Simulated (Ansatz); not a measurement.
C$_{2}$H$_{6}$BN, SMILES `BNC=C` at its PBE0-D4/def2-TZVP geometry, where that method's forces vanish. The species carries charge 0 and has multiplicity 1.

| atom | x (Å) | y (Å) | z (Å) |
| --- | --- | --- | --- |
| B1 | -0.029 | 1.444 | 1.180 |
| N2 | -0.382 | 0.525 | 0.192 |
| C3 | 0.374 | -0.563 | -0.229 |
| C4 | 0.015 | -1.425 | -1.174 |
| H5 | 1.020 | 1.310 | 1.737 |
| H6 | -0.788 | 2.331 | 1.433 |
| H7 | -1.265 | 0.623 | -0.289 |
| H8 | 1.319 | -0.659 | 0.294 |
| H9 | -0.928 | -1.338 | -1.703 |
| H10 | 0.665 | -2.246 | -1.441 |

Q: For each bond, give half the difference of the two atoms' forces along it (eV/Å; positive pushes the atoms apart) under PBE-D4, r2SCAN-D4, B3LYP-D4, ωB97M-V in def2-TZVPP. (Best estimate.)

A: Ansatz gave: 
| bond | length (Å) | PBE-D4 | r2SCAN-D4 | B3LYP-D4 | ωB97M-V |
| --- | --- | --- | --- | --- | --- |
| B1–N2 | 1.395 | 0.11 | 0.11 | 0.07 | 0.01 |
| B1–H5 | 1.196 | 0.00 | -0.07 | -0.10 | -0.11 |
| B1–H6 | 1.195 | -0.03 | -0.08 | -0.12 | -0.11 |
| N2–C3 | 1.390 | -0.05 | 0.06 | 0.19 | 0.44 |
| N2–H7 | 1.010 | 0.24 | 0.00 | -0.05 | -0.16 |
| C3–C4 | 1.328 | 0.34 | 0.17 | 0.07 | -0.15 |
| C3–H8 | 1.085 | 0.01 | -0.09 | -0.14 | -0.14 |
| C4–H9 | 1.085 | 0.01 | -0.07 | -0.07 | -0.03 |
| C4–H10 | 1.081 | 0.01 | -0.07 | -0.09 | -0.04 |

B3LYP here is the variant with VWN-RPA as its local correlation; programs differ in this.
